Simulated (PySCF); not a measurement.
Highest occupied level (eV) of eight silicon and germanium compounds: PBE beside ωB97X, computed with PySCF for isolated molecules in the bases named; differences from unrounded values. The eight are the first of their class met in an unordered collection, after screening for sound electronic states; none was chosen by its value. Each molecule has one DFT geometry for both levels.

| molecule | basis | ωB97X |
|---|---|---|
| CH₈OSi₂, SMILES C[SiH2]O[SiH3] | def2-TZVP | -10.94 |
| Cl₂H₄SSi₂, SMILES Cl[SiH2]S[SiH2]Cl | def2-TZVP | -10.45 |
| Si(H)(Cl)(Br)(NH2) (BrClH₃NSi), SMILES [SiH](N)(Cl)Br | def2-TZVP | -10.58 |
| C₃H₁₂OSi₂, SMILES C([C@H]([SiH2]C)[SiH3])O | def2-TZVP | -10.46 |
| Si(H)2(Cl)(NMe2) (C2H8ClNSi), SMILES CN(C)[SiH2]Cl | def2-TZVP | -9.21 |
| C3H10OSi2, SMILES C([Si](C)(C)[SiH3])=O | def2-TZVP | -9.11 |
| 1-chloroethenyl(methyl)silane (C3H7ClSi), SMILES C=C(Cl)[SiH2]C | def2-TZVP | -9.90 |
| C₃H₈ClNSi, SMILES C/N=C/[Si@@H](C)Cl | def2-TZVP | -9.74 |

### Question
Estimate the PBE values and say how PBE differs from ωB97X over the set. (An estimate is asked for; the answer gives what the named calculation found.)

### Answer

| molecule | PBE | difference |
|---|---|---|
| CH₈OSi₂, SMILES C[SiH2]O[SiH3] | -7.08 | 3.86 |
| Cl₂H₄SSi₂, SMILES Cl[SiH2]S[SiH2]Cl | -6.91 | 3.54 |
| Si(H)(Cl)(Br)(NH2) (BrClH₃NSi), SMILES [SiH](N)(Cl)Br | -6.72 | 3.86 |
| C₃H₁₂OSi₂, SMILES C([C@H]([SiH2]C)[SiH3])O | -6.41 | 4.06 |
| Si(H)2(Cl)(NMe2) (C2H8ClNSi), SMILES CN(C)[SiH2]Cl | -5.54 | 3.67 |
| C3H10OSi2, SMILES C([Si](C)(C)[SiH3])=O | -5.32 | 3.79 |
| 1-chloroethenyl(methyl)silane (C3H7ClSi), SMILES C=C(Cl)[SiH2]C | -6.41 | 3.50 |
| C₃H₈ClNSi, SMILES C/N=C/[Si@@H](C)Cl | -5.88 | 3.86 |
PBE lies below ωB97X in 0 and above it in 8 of the eight; the mean signed difference is 3.77 and the largest 4.06 eV.
